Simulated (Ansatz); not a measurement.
A run for Ansatz (a first-principles code): R-wB97X-V/def2-TZVPP on H2 (SMILES [H][H]).

Ansatz 0.2 input:
```yaml
crystal:
  periodic: [false, false, false]
  atoms:
    - {symbol: H, position_ang: [0.00000000, 0.00000000, 0.37198582]}
    - {symbol: H, position_ang: [-0.00000000, -0.00000000, -0.37198582]}
basis:
  gaussian:
    orbitals: def2-TZVPP
hamiltonian:
  xc: {name: wB97X-V}
scf: {lower_state_search: off}
```

The log:

```
WARN ansatz: RAYON_NUM_THREADS=4 ignored (pool sized by the plan → 4); use --threads N
Functional definition: wB97X-V
these checks for a lower state are left out or cut short: stability, starts, cluster_reference, orbital_swaps, neighbouring_geometries, increment
integrals: 0.00 GiB planned
118 factors; their error is unknown
integrals: 0.04 GiB planned
42 factors; integrals over basis functions are off by at most 3.0e-5 eV
mean field: 0.06 GiB planned
mean field evaluation 1: about -31.8869 eV, gradient 2.2e0 eV
mean field evaluation 2: about -31.9004 eV, gradient 3.8e-1 eV
mean field evaluation 4: about -31.9088 eV, gradient 4.2e-1 eV
mean field evaluation 8: about -31.9087 eV, gradient 6.6e-5 eV
mean field -31.90871809 eV, -1.1726237614 hartree, gradient 8.4e-7 eV, S^2 0.000000; 0 other end points of the search recorded, 0 dependent functions left out
reference -31.90871709 eV, -1.1726237246 hartree; 1, 1 occupied and 27, 27 virtual orbitals, 118 factors
Total energy: -31.90871709 eV, -1.1726237246 hartree
Checks for a lower state left out: stability, starts, cluster_reference, orbital_swaps, neighbouring_geometries, increment
```

Self-consistency was reached.

Cost: very roughly 0.21 core-seconds.
